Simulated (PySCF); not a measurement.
```xyz
6
charge 0 multiplicity 5, angstrom
Ru    0.0000    0.0000   -0.0990
O     0.0000    0.0000    1.6111
O     1.8212   -0.3506   -0.5024
O    -1.8212    0.3506   -0.5024
H     2.4595   -0.4735    0.2059
H    -2.4595    0.4735    0.2059
```

Level of theory: PySCF, UPBE0, basis Ru def2-TZVP with ECP28, O def2-TZVP, H def2-TZVP (scalar-relativistic core potentials, no spin–orbit coupling, density fitting).

This geometry of RuO(OH)2 is a stationary point at this level.

Question: What is the point group?

Answer: C2v.

Question: Is it a minimum?

Answer: Yes: all harmonic wavenumbers are real.

Question: Give the atomic charges and bond orders.

Answer: 
| atom | Mulliken | Löwdin | polar tensor | spin (Mulliken) | Mayer order to Ru1 |
| --- | --- | --- | --- | --- | --- |
| Ru1 | 1.23 | 0.69 | 1.57 | 2.82 | – |
| O2 | -0.50 | -0.27 | -0.47 | 0.79 | 1.81 |
| O3,4 | -0.71 | -0.37 | -0.83 | 0.18 | 0.86 |
| H5,6 | 0.34 | 0.16 | 0.28 | 0.02 | 0.02 |
Other Mayer orders above 0.3: O–H 0.87 (×2).

Question: What is the atomisation energy, with and without zero-point energy?

Answer: 1954 kJ/mol without, 1877 kJ/mol with.

Other isomers or separated fragments may lie lower. Open d and f shells are described by one determinant, and the ground state may have another occupation or spin. At this level a triplet minimum of C2 symmetry lies 74 kJ/mol below this structure.
